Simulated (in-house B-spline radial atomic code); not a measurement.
Ionising neutral fluorine with different functionals

Computed with an all-electron radial atomic-structure program (B-spline basis): scalar-relativistic (spin-free X2C) Hamiltonian, Fermi nucleus of rms radius 2.8976 fm, spin-polarised at highest spin, spherical fractional occupations for the functionals, and exact exchange of hybrids averaged over the configuration. The ionisation energy is the difference of two self-consistent energies, [He] 2s2 2p5 → [He] 2s2 2p4, without Breit or QED terms; ε is the level of the shell that loses the electron (its least bound occupied spin orbital).

```
   method                    rung  ΔSCF (eV)  -ε(2p) (eV)
     PBE0           global hybrid      17.57        12.49
    B3LYP           global hybrid      17.83        12.21
    TPSSh           global hybrid      17.68        11.13
BHandHLYP           global hybrid      17.34        14.78
  r2SCAN0           global hybrid          ?            ?
    B97-1           global hybrid          ?            ?
    HSE06  range-separated hybrid      17.60        12.09
    wB97X  range-separated hybrid      17.62        15.13
CAM-B3LYP  range-separated hybrid      17.82        14.20
  LC-wPBE  range-separated hybrid      17.94        15.53
```

(1) What does B97-1 give?

(2) What does r2SCAN0 give?

(3) Among the functionals, which spreads more, the ΔSCF values or the orbital energies?

(4) How do they compare with the NIST value?

## Answers

(1) ΔSCF 17.61 eV, and -ε(2p) = 12.10 eV.

(2) ΔSCF 17.52 eV, and -ε(2p) = 12.59 eV.

(3) The orbital energies: ΔSCF values span about 0.60 eV and the orbital energies 4.40 eV; here energy differences depend much less on the functional than eigenvalues do.

(4) NIST lists 17.423 eV (measured, ground level to ground level). Errors run from -0.09 to +0.51 eV; BHandHLYP is closest (-0.09 eV), but part of that can be cancellation, since the calculations leave out spin-orbit coupling, Breit-QED terms, multiplet and fine-structure energies.
